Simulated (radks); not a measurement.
Task: Species: Ta. Configuration: [Xe] 4f14 5d3 6s2 (the NIST ground configuration). Calculated with a radial shooting solver on a logarithmic mesh with Libxc functionals: Dirac Kohn-Sham, exchange-only LDA, spin-unpolarised, spherical densities, point nucleus; open shells fill j = l - 1/2 first. Some entries of the table are withheld. Estimate them.

| orbital | occ. | eigenvalue (eV) | <1/r> (bohr^-1) |
|---|---|---|---|
| 1s1/2 | 2 | -67219.10 | 85.41 |
| 2s1/2 | 2 | -11540.54 | 20.74 |
| 2p1/2 | 2 | -11031.89 | 20.71 |
| 2p3/2 | 4 | -9763.040 | 17.49 |
| 3s1/2 | 2 | -2641.525 | 7.607 |
| 3p1/2 | 2 | -2415.151 | 7.525 |
| 3p3/2 | 4 | -2142.084 | 6.694 |
| 3d3/2 | 4 | -1758.811 | (1) |
| 3d5/2 | 6 | -1699.291 | (2) |
| 4s1/2 | 2 | -536.3691 | 3.197 |
| 4p1/2 | 2 | -443.1114 | (3) |
| 4p3/2 | 4 | -380.0020 | (4) |
| 4d3/2 | 4 | -226.5552 | 2.579 |
| 4d5/2 | 6 | -214.9641 | 2.509 |
| 5s1/2 | 2 | -71.3601 | 1.224 |
| 5p1/2 | 2 | -44.3046 | 1.090 |
| 5p3/2 | 4 | -35.5116 | 0.9858 |
| 4f5/2 | 6 | -24.1310 | 2.017 |
| 4f7/2 | 8 | -22.1491 | 1.986 |
| 6s1/2 | 2 | -4.5973 | 0.3785 |
| 5d3/2 | 3 | -2.8622 | 0.5985 |
| 5d5/2 | 0 | -2.3013 | 0.5682 |

Result: 
(1) 3d3/2 <1/r> (bohr^-1): 6.589
(2) 3d5/2 <1/r> (bohr^-1): 6.392
(3) 4p1/2 <1/r> (bohr^-1): 3.087
(4) 4p3/2 <1/r> (bohr^-1): 2.795
